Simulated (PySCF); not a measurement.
## From computed data to an observable: oscillator strength and radiative lifetime

B(Br)2(OH) (BBr2HO), SMILES BrB(O)Br.

Geometry: PBE0-D3(BJ)/def2-SVP. The values are those of a single conformer.

TDDFT-PBE/def2-SVPD (PySCF) puts the first singlet state with f over 0.02 at 6.16 eV (vertical), with the transition dipole (0.062, 0.878, 0.000) in atomic units.

**Question.** Find the oscillator strength, the wavelength and the radiative lifetime that this transition would have in vacuum if emission retraced absorption.

**Answer.** 
|μ|² = 0.7747 au, so |μ| = 2.24 D. ΔE = 6.16/27.211 = 0.2264 hartree. f = (2/3) ΔE |μ|² = 0.117 (the program prints 0.117).
λ = 1239.84/6.16 = 201 nm; ν = 49684 cm⁻¹.
Einstein's coefficient A = 0.6670 ν² f s⁻¹ (ν in cm⁻¹) = 1.9e8 s⁻¹, so τ = 1/A = 5.2 ns. This state is S3; the lower singlets have f = 0.000, 0.000. The figure is the radiative limit of this one transition; relaxation, internal conversion, crossing to triplets and a medium change what is measured.
